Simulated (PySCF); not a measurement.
An unknown is described by computed data only.

Formula: C9H9P.

- NMR, other nuclei: isotropic shieldings of nuclei other than C and H, by class: 19 (1 P) ppm [GIAO CAM-B3LYP/pcSseg-1]
- Polarisability: 138.0 au [B3LYP/def2-SVPD]
- 1H NMR: chemical shifts (computed TMS as zero) by class: 8.39 (1 H), 7.22 (1 H), 4.02 (1 H), 2.56 (3 H), 2.46 (3 H) ppm [GIAO CAM-B3LYP/pcSseg-1]
- UV, first state: lowest singlet excitation: 4.11 eV (301 nm, f = 0.042) [TDDFT B3LYP/def2-SVPD]
- 13C NMR: chemical shifts (computed TMS as zero) by class: 166.0 (1 C), 160.5 (1 C), 159.8 (1 C), 153.0 (1 C), 140.9 (1 C), 100.6 (1 C), 85.6 (1 C), 26.3 (1 C), 26.2 (1 C) ppm [GIAO CAM-B3LYP/pcSseg-1]
- Rotational structure: rotational constants A, B, C: 2.059, 0.890, 0.626 GHz [PBE0-D3(BJ)/def2-SVP]

Gas-phase values; electronic properties from PySCF, density fitting. Levels stand in brackets. Isolated species at its PBE0-D3(BJ)/def2-SVP geometry, gas phase. NMR classes are plain means over equivalent atoms (diastereotopic ones count apart unless rotation or inversion swaps them), as if these changed places fast.

**Question.** Give a SMILES that accounts for the data.

**Answer.** Numbering: `[CH:1]#[C:2][c:3]1[p:4][cH:5][c:6]([CH3:7])[cH:8][c:9]1[CH3:10]`. 9 carbons fall into 9 classes; from least to most shielded: aromatic CH carbon [C5] (166.0 ppm), substituted aromatic carbon [C3] (160.5 ppm), substituted aromatic carbon [C9] (159.8 ppm), substituted aromatic carbon [C6] (153.0 ppm), aromatic CH carbon [C8] (140.9 ppm), terminal alkyne carbon [C1] (100.6 ppm), alkyne carbon [C2] (85.6 ppm), benzylic-type carbon [C7] (26.3 ppm), benzylic-type carbon [C10] (26.2 ppm). Hydrogen classes from least to most shielded: 1 H on an aromatic CH carbon, C5 (8.39 ppm), 1 H on an aromatic CH carbon, C8 (7.22 ppm), 1 H on a terminal alkyne carbon, C1 (4.02 ppm), 3 H on a benzylic-type carbon, C10 (2.56 ppm, a mean of values up to 0.8 ppm apart in this geometry), 3 H on a benzylic-type carbon, C7 (2.46 ppm, a mean of values up to 0.5 ppm apart in this geometry). The other shieldings belong to: 19 ppm, phosphorus bonded to 2 C [P4]. By its constants the optimised geometry is an asymmetric top. Structure: `C#Cc1pcc(C)cc1C`. The assignments are read from this structure; whether some other isomer fits the data as well wasn't checked.
